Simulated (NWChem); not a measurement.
Everything below was run with NWChem. System: InO, charge 0, spin multiplicity 2, at a geometry optimised with UPBE/def2-SVP with def2 effective core potentials on In. The structure started from a generated list of species. Its SCF solution wasn't tested for a lower state. Level: ROCCSD(T)/def2-TZVP with def2 effective core potentials on In, 5 core orbitals frozen.

Input file:

```
start mol
memory heap 100 mb stack 700 mb global 1900 mb
geometry units angstroms nocenter noautoz
  In     0.000000     0.000000     0.272862
  O      0.000000     0.000000    -1.671279
  symmetry group C2v
end
basis spherical
  * library def2-tzvp
end
ecp
  In library def2-ecp
end
scf
  rohf
  nopen 1
  maxiter 100
  thresh 1e-7
  semidirect memsize 60000000 filesize 0
  # guess.movecs holds the orbitals of an unrestricted PBE0 run
  vectors input guess.movecs output mol.movecs
end
tce
  freeze core 5
  ccsd(t)
  2eorb
  2emet 13
  thresh 1e-6
  maxiter 100
  tilesize 24
end
task tce energy
```

Output (cleaned and shortened):

```
             Northwest Computational Chemistry Package (NWChem) 7.3.0
             --------------------------------------------------------

                                NWChem Input Module
                                -------------------

 Scaling coordinates for geometry "geometry" by  1.889725989
 (inverse scale =  0.529177249)

 Turning off AUTOSYM since
 SYMMETRY directive was detected!

                             Geometry "geometry" -> ""
                             -------------------------

 Output coordinates in angstroms (scale by  1.889725989 to convert to a.u.)

  No.       Tag          Charge          X              Y              Z
 ---- ---------------- ---------- -------------- -------------- --------------
    1 In                  49.0000     0.00000000     0.00000000     0.27286200
    2 O                    8.0000     0.00000000     0.00000000    -1.67127900

 Effective nuclear repulsion energy (a.u.)     106.6987845058

            Nuclear Dipole moment (a.u.)
            ----------------------------
        X                 Y               Z
 ---------------- ---------------- ----------------
     0.0000000000     0.0000000000     0.0000113384

      Symmetry information
      --------------------

 Group name             C2v
 Group number             16
 Group order               4
 No. of unique centers     2

      Symmetry unique atoms

     1    2


 Summary of "ao basis" -> "" (spherical)
 ------------------------------------------------------------------------------
       Tag                 Description            Shells   Functions and Types
 ---------------- ------------------------------  ------  ---------------------
 *                         def2-tzvp                  on all atoms

 Summary of "ao basis" -> "ao basis" (spherical)
 ------------------------------------------------------------------------------
       Tag                 Description            Shells   Functions and Types
 ---------------- ------------------------------  ------  ---------------------
 In                        def2-tzvp                16       50   6s5p3d2f
[...]
 TCE RESTART OPTIONS
 SLICE:      F
 D4D5:       F
 quantumc:   F
 qrotation:  F
 pwtce:      F
 qducc:      F
 nacto:                         0
 nrotv:                         0
 nrot:                          0

            Memory Information
            ------------------
          Available GA space size is     249023678 doubles
          Available MA space size is     104839676 doubles

 Maximum block size supplied by input
 Maximum block size        24 doubles

 tile_dim =     16

 -------------------------------------------------

 Global array virtual files algorithm will be used

 Parallel file system coherency ......... OK

 4-electron integrals stored in orbital form

 v2    file size   =          1866529
 4-index algorithm nr.  13 is used
 imaxsize =       30
 imaxsize ichop =        0


CCSD iterations
 ---------------------------------------------------------
 Iter          Residuum       Correlation     Cpu    Wall
 ---------------------------------------------------------
    1   0.2039089192113  -0.4798467014541     0.7     0.7
    2   0.1413491336752  -0.4703207552204     0.7     0.7
    3   0.2549811460039  -0.4721929931411     0.7     0.7
    4   0.4124763674358  -0.4842761298769     0.7     0.7
    5   0.7009395113803  -0.4641687737150     0.7     0.7
    6   0.0125478717240  -0.4781919717797     0.7     0.7
    7   0.0153931419848  -0.4791035875268     0.7     0.7
    8   0.0068508478046  -0.4799415704330     0.7     0.7
    9   0.0199652951605  -0.4799565045802     0.7     0.7
   10   0.0235954793446  -0.4809524108259     0.7     0.7
   11   0.0013805755253  -0.4813266561450     0.7     0.7
   12   0.0008158238583  -0.4813753850331     0.7     0.7
   13   0.0006198287127  -0.4813883480345     0.7     0.7
   14   0.0008528962547  -0.4813724037962     0.7     0.7
   15   0.0009412862745  -0.4814160208987     0.7     0.7
   16   0.0001135174617  -0.4813942505934     0.7     0.7
   17   0.0002037402709  -0.4814045511126     0.7     0.7
   18   0.0001855791934  -0.4814144748181     0.7     0.7
   19   0.0004018978243  -0.4814094211336     0.7     0.7
   20   0.0005945000735  -0.4814277150168     0.7     0.7
   21   0.0000163940069  -0.4814236217053     0.7     0.7
   22   0.0000163036990  -0.4814239387882     0.7     0.7
   23   0.0000124963296  -0.4814245652478     0.7     0.7
   24   0.0000257108021  -0.4814240038021     0.7     0.7
   25   0.0000347259942  -0.4814253145667     0.7     0.7
   26   0.0000020036874  -0.4814247139895     0.7     0.7
   27   0.0000029876242  -0.4814248890806     0.7     0.7
   28   0.0000024804266  -0.4814250295647     0.7     0.7
   29   0.0000055458835  -0.4814249863659     0.7     0.7
   30   0.0000080673807  -0.4814252095954     0.7     0.7
   31   0.0000003003139  -0.4814251808789     0.7     0.7
 -----------------------------------------------------------------
 Iterations converged
 CCSD correlation energy / hartree =        -0.481425180878896
 CCSD total energy / hartree       =      -264.544111604945726

 Singles contributions
    15a1  (beta ) ---    14a1  (beta )        0.2524083869

 Doubles contributions
 CCSD(T)
 Using plain CCSD(T) code
             total no. of tasks         3263
 total no. of tasks / no. procs         3263
                         wl_min            4           1.3
                         wl_max       229376           7.8
        thresh for no. of tasks         3263

 CCSD[T]  correction energy / hartree =        -0.023192430545431
 CCSD[T] correlation energy / hartree =        -0.504617611424327
 CCSD[T] total energy / hartree       =      -264.567304035491134
 CCSD(T)  correction energy / hartree =        -0.018850986748682
 CCSD(T) correlation energy / hartree =        -0.500276167627578
 CCSD(T) total energy / hartree       =      -264.562962591694429

 Task  times  cpu:       33.2s     wall:       33.2s

 Total times  cpu:       33.2s     wall:       33.2s
```
